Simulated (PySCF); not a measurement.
**Electron correlation in N²⁺ (nitrogen, charge +2)**

[He] 2s2 2p1, 2P determinant. All numbers are calculated (PySCF 2.14, no relativity, point nucleus, in aug-cc-pVQZ with one added diffuse shell each of s, p, d, f, g type (7s6p5d4f3g, 105 functions)). Frozen: 1s2; 3 electrons correlated.

MP2 pair energies summed by pair of shells (mhartree):

| pair | energy | share (%) |
| --- | --- | --- |
| 2s-2s | -35.39 | 57.9 |
| 2s-2p | -25.71 | 42.1 |

Total MP2 correlation energy: -61.10 mhartree.

Same-spin part -4.04 and opposite-spin part -57.07 mhartree; SCS-MP2 scales them by 1/3 and 6/5 to -69.83 mhartree.
